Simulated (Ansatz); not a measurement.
Total energies of C$_{3}$H$_{7}$Al, SMILES `C1[CH2][AlH][CH2]1`.

```xyz
11

C    -0.402   -0.798   -0.193
C     0.828   -0.582    0.738
Al    0.415    1.320    0.555
C    -0.693    0.574   -0.872
H    -1.265   -1.084    0.417
H    -0.248   -1.605   -0.917
H     0.804   -1.141    1.674
H     1.762   -0.845    0.227
H     0.746    2.719    1.246
H    -1.748    0.798   -1.028
H    -0.199    0.644   -1.848
```

The species carries charge 0 and has multiplicity 1. The structure was optimised at the PBE0-D4/def2-TZVP level. Basis def2-TZVPP, the Gaussian-basis code of Ansatz.

RPA on PBE orbitals: Hartree–Fock energy of these orbitals -359.56379 Eh, correlation -1.02899 Eh (frozen core).

```
functional  energy without D4 (Eh)  D4 term (kJ/mol)
       PBE              -360.66541             -19.6
    B97M-V              -360.92309                 –
```

(1) Give the same for LDA (SPW92), revPBE, BLYP, r2SCAN, PBE0, B3LYP, r2SCANh, r2SCAN0, HSE06 (plane-wave form), BHLYP, CAM-B3LYP, LC-ωPBE, ωB97X-V, ωB97M-V, B2PLYP, PBE-QIDH. (Estimate.)

B3LYP takes the VWN-RPA correlation (the form of Gaussian; ORCA's B3LYP/G). HSE06 is the plane-wave form, built on full-range PBE exchange. The double hybrids freeze the cores in their second-order part.

Results:

(1) The calculation gave: 
```tsv
functional	energy without D4 (Eh)	D4 term (kJ/mol)
LDA (SPW92)	-358.78925	–
revPBE	-360.88390	-63.8
BLYP	-360.90375	-43.8
r2SCAN	-360.86947	-4.6
PBE0	-360.71111	-16.3
B3LYP	-361.00334	-31.6
r2SCANh	-360.86386	-4.9
r2SCAN0	-360.85622	-5.4
HSE06 (plane-wave form)	-360.69742	-15.1
BHLYP	-360.89606	-23.6
CAM-B3LYP	-360.90558	-16.4
LC-ωPBE	-360.81664	–
ωB97X-V	-360.90104	–
ωB97M-V	-360.88726	–
B2PLYP	-360.73944	–
PBE-QIDH	-360.60565	–
```

LC-ωPBE has ω = 0.4 bohr⁻¹.
